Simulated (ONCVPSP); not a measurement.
**Before and after: ONCV potential for arsenic**

* Element: arsenic
* Generator: ONCVPSP 4.0.1
* Type: optimised norm-conserving Vanderbilt (ONCV)
* Functional: PBE
* Relativity: scalar-relativistic
* Frozen core: [Ar] 3d10
* Valence charge: 5
* Reference configuration: 4s2 4p1 (charge +2)
* Partial waves: 4s: rc 1.50 bohr, ncon 4, nbas 8, qcut 4.9 1/bohr, 2 projectors, debl 3.1 Ha; 4p: rc 1.70 bohr, ncon 4, nbas 8, qcut 5.6 1/bohr, 1 projector
* Local potential: polynomial inside 1.45 bohr (lpopt 5, dvloc0 6 Ha)
* Core correction: polynomial model core, fcfact 0.35

Change: all radii but the core radius scaled by about 1.25 (s 1.88, p 2.12 bohr); local potential polynomial inside 1.82 bohr (lpopt 5, dvloc0 6 Ha).

Cutoffs: the cutoffs (Ha) at which the residual kinetic energy of the hardest occupied pseudo-wave falls to 1 and 0.1 mHa per electron; they do not see the model core or the augmentation charge, which bear on the density cutoff. Errors are all-electron minus pseudo energies relative to the spin-unpolarised reference configuration.

Problem. Predict the effect on cutoff, ghosts and configuration errors.

Solution. The potential gets softer (10 Ha and 16 Ha → 9.6 Ha and 12 Ha); of the 4 tests that both files solve, the error grows in 3 and shrinks in 0 by more than 15 % and 0.3 meV (median size 8.3 → 13.2 meV); neither file shows a bound ghost. A larger radius leaves more room for a smooth pseudo-wave, so fewer plane waves are needed. More of the atom is replaced by a form fitted at one configuration, so other configurations suffer.

```csv
quantity,base,changed
"cutoff, loose",10 Ha,9.6 Ha
"cutoff, tight",16 Ha,12 Ha
loose cutoff by channel,"s 10 Ha, p 10 Ha","s 9.6 Ha, p 9.2 Ha"
bound ghosts,none,none
GHOST(+) flags under 300 eV,none,none
"error for 4s2 4p3, meV [ΔE -27.07 eV]",-9.3,-15
"error for 4s2 4p2, meV [ΔE -17.92 eV]",-4.1,-6.0
"error for 4s2 4p0, meV [ΔE 27.70 eV]",-23,-25
"error for 4s2 4p2.5, meV [ΔE -23.51 eV]",-7.3,-11
"rms error of d²Exc/dni dnj with the model core, mHa",0.98,0.77
```
